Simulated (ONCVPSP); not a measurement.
**silicon (Si): excitation energies, all-electron against ONCV**

- Element: Si
- Generator: ONCVPSP 4.0.1
- Type: optimised norm-conserving Vanderbilt (ONCV)
- Functional: LDA (Perdew-Wang 92)
- Relativity: non-relativistic
- Frozen core: [He]
- Valence charge: 12
- Reference configuration: 2s2 2p6 3s2 3p2
- Partial waves: 2s+3s: rc 1.05 bohr, ncon 4, nbas 9, qcut 10.3 1/bohr, 3 projectors, debl 2.2 Ha; 2p+3p: rc 0.90 bohr, ncon 4, nbas 8, qcut 12.2 1/bohr, 2 projectors
- Local potential: polynomial inside 0.85 bohr (lpopt 2, dvloc0 4 Ha)
- Core correction: Teter function, fcfact 4.75, rcfact 1.4

Energies are relative to the spin-unpolarised reference configuration 2s2 2p6 3s2 3p2; without spin polarisation the order of configurations can differ from experiment.

```tsv
valence configuration	charge	ΔE all-electron (eV)	error AE − PS (meV)
2s2 2p6 3s2 3p1	+1	7.834	+0.3
2s2 2p6 3s1 3p0	+3	58.021	+1.5
2s2 2p6 3s2 3p1.5	+0.5	2.967	+0.1
```

(1) What are ΔE and the potential's error for 2s2 2p6 3s2 3p0?

Levels in the configuration 2s2 2p6 3s2 3p1.5:

| level | all-electron (eV) | pseudo (eV) |
| --- | --- | --- |
| 2s | -142.525 | -142.521 |
| 2p | -100.078 | -100.068 |
| 3s | -14.742 | -14.742 |
| 3p | -7.768 | -7.768 |

Results:

(1) ΔE = 23.953 eV all-electron; the error (AE − PS) is +2.9 meV.
